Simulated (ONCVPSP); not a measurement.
# What one change does to a pseudopotential (Be, ONCV)

- Element: Be (Z = 4)
- Generator: ONCVPSP 4.0.1
- Type: optimised norm-conserving Vanderbilt (ONCV)
- Functional: LDA (Perdew-Wang 92)
- Relativity: scalar-relativistic
- Frozen core: [He]
- Valence charge: 2
- Reference configuration: 2s2
- Partial waves: 2s: rc 2.00 bohr, ncon 4, nbas 8, qcut 3.9 1/bohr, 2 projectors, debl 3 Ha; p scattering state at 0.14 Ha: rc 1.75 bohr, ncon 3, nbas 7, qcut 4.8 1/bohr, 1 projector; d scattering state at 0.2 Ha: rc 1.70 bohr, ncon 3, nbas 7, qcut 6.3 1/bohr, 2 projectors, debl 2.8 Ha
- Local potential: polynomial inside 1.65 bohr (lpopt 2, dvloc0 0 Ha)
- Core correction: none

In the p channel the program set the typed energies aside and used 0.050 Ha.

Change: s: rc 1.52; local potential polynomial inside 1.52 bohr (lpopt 2, dvloc0 0 Ha).

Cutoffs: the cutoffs (Ha) at which the residual kinetic energy of the hardest occupied pseudo-wave falls to 1 and 0.1 mHa per electron; they do not see the model core or the augmentation charge, which bear on the density cutoff. Errors are all-electron minus pseudo energies relative to the spin-unpolarised reference configuration.

How do hardness, ghosts and transferability respond?

The potential gets harder (5.3 Ha and 7.6 Ha → 6.2 Ha and 9.6 Ha); of the 3 tests that both files solve, the error grows in 1 and shrinks in 0 by more than 15 % and 0.3 meV (median size 2.5 → 3.0 meV); neither file shows a bound ghost. A smaller radius makes the pseudo-wave follow the all-electron one further in, where it bends more sharply, so more plane waves are needed.

```tsv
quantity	base	changed
cutoff, loose	5.3 Ha	6.2 Ha
cutoff, tight	7.6 Ha	9.6 Ha
bound ghosts	none	none
GHOST(+) flags under 300 eV	none	none
tests with a reliable result	3 of 4	3 of 4
error for 2s1, meV [ΔE 9.51 eV]	+17	+19
error for 2s1.5, meV [ΔE 3.75 eV]	+2.5	+2.6
error for 2s1 2p1, meV [ΔE 3.52 eV]	+2.0	+3.0
p: phases at 1.78 bohr within 0.05 rad from the reference energy up to (Ha; the scan ends near 5)	2.0	2.1
d: phases at 1.73 bohr within 0.05 rad from the reference energy up to (Ha; the scan ends near 5)	to the end of the scan	to the end of the scan
```

Base: The cutoffs count occupied waves only; projector 2 of the s channel, the hardest unoccupied one, needs 15 Ha at the loose tolerance. Changed file: The cutoffs count occupied waves only; projector 2 of the s channel, the hardest unoccupied one, needs 42 Ha at the loose tolerance.
